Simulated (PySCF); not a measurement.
Run record: excited-state job, `F[SiH2]C[SiH2]Cl`.

Method: TDDFT B3LYP/def2-SVPD, vertical, gas phase, core orbitals frozen in the response (PySCF 2.14.0, density-fitted response routines). Geometry: GFN2-xTB. The input is one job of a driver script: a line of settings, then coordinates in Å.

Command:
```bash
OMP_NUM_THREADS=1 python probes_run.py task.json out
```

Input:
```
{"job": {"kind": "uv", "xc": "B3LYP", "basis": "def2-SVPD", "nstates": 8, "ntriplets": 3}, "charge": 0, "multiplicity": 1}
F     -1.353141     1.746150     0.774323
Si    -1.613666     0.213887     0.348078
C     -0.120435    -0.347963    -0.670042
Si     1.560583    -0.016320     0.153204
Cl     3.011827    -0.779265    -1.032906
H     -1.732687    -0.501026     1.609368
H     -2.845755     0.251219    -0.426734
H     -0.216182    -1.414520    -0.875661
H     -0.142889     0.145600    -1.643306
H      1.639984    -0.706753     1.439695
H      1.817785     1.411662     0.298017
```

Question: Estimate the output.

Answer: 
```
coarse grid: 10768 points
cycle   1  E = -1180.2830632530  dE =  2.066e-01  |g| = 6.211e-01  |ddm| = 4.000e+00
cycle   2  E = -1180.1913752754  dE =  9.169e-02  |g| = 9.625e-01  |ddm| = 1.533e+00
cycle   3  E = -1180.3600226312  dE = -1.686e-01  |g| = 9.782e-02  |ddm| = 8.745e-01
cycle   4  E = -1180.3617408099  dE = -1.718e-03  |g| = 3.266e-02  |ddm| = 1.453e-01
cycle   5  E = -1180.3619964524  dE = -2.556e-04  |g| = 7.426e-03  |ddm| = 4.479e-02
cycle   6  E = -1180.3620121925  dE = -1.574e-05  |g| = 2.038e-03  |ddm| = 1.273e-02
cycle   7  E = -1180.3620133881  dE = -1.196e-06  |g| = 3.763e-04  |ddm| = 3.377e-03
final grid: 90648 points
cycle   8  E = -1180.4983685746  dE = -1.218e-05  |g| = 3.441e-03  |ddm| = 4.336e-02
cycle   9  E = -1180.4983656141  dE =  2.960e-06  |g| = 4.893e-03  |ddm| = 9.247e-03
cycle  10  E = -1180.4983715122  dE = -5.898e-06  |g| = 3.911e-04  |ddm| = 5.408e-03
cycle  11  E = -1180.4983715397  dE = -2.751e-08  |g| = 1.218e-04  |ddm| = 5.219e-04
cycle  12  E = -1180.4983715426  dE = -2.821e-09  |g| = 3.616e-05  |ddm| = 1.612e-04
cycle  13  E = -1180.4983715429  dE = -2.931e-10  |g| = 8.208e-06  |ddm| = 4.803e-05
converged SCF energy = -1180.4983715429

Static polarisability (au): isotropic 77.426, principal 65.405 70.601 96.272

Singlet excitations
state   eV       nm        f      main configurations
  1   7.0050    177.0   0.05803   H->L 0.97
  2   7.2847    170.2   0.00584   H-1->L 0.92
  3   7.6731    161.6   0.05017   H->L+1 0.94
  4   7.7445    160.1   0.00739   H->L+2 0.78, H-2->L 0.10
  5   7.8250    158.4   0.00952   H-2->L 0.86, H->L+2 0.08
  6   7.9261    156.4   0.00358   H-1->L+1 0.93
  7   8.1081    152.9   0.00094   H-1->L+2 0.80
  8   8.1487    152.2   0.01570   H-3->L 0.69, H-1->L+2 0.08

Triplet excitations (Tamm-Dancoff, eV): 6.6937 7.0208 7.3616
```

The SCF starts on a coarse grid where the log names one; the energy can jump when the final grid takes over, and dE then counts from the start density on the new grid. H and L stand for HOMO and LUMO; the number after each pair is its weight.

Question: Give the mean polarisability as a volume in Å³, and the ratio of the largest to the smallest principal value.

Answer: 77.426 au × 0.148185 = 11.47 Å³; 96.272/65.405 = 1.47.

Question: How does the lowest singlet excitation compare with the HOMO–LUMO gap?

Answer: HOMO -8.50 eV and LUMO -0.55 eV give a gap of 7.95 eV; S1 at 7.00 eV lies 0.95 eV below it.

Summary of the converged run: HOMO -8.50 eV, LUMO -0.55 eV; lowest singlet 7.00 eV; lowest triplet 6.69 eV (Tamm–Dancoff); mean polarisability 77.4 au.

The run took 30 s on Arm Neoverse N1, one thread, shared host with 64 logical CPUs at a one-minute load of 50, and the process peaked at 0.68 GiB of memory.

One conformer stands for the species.
Labels such as C1 count atoms from 1, the log's own numbers from 0.
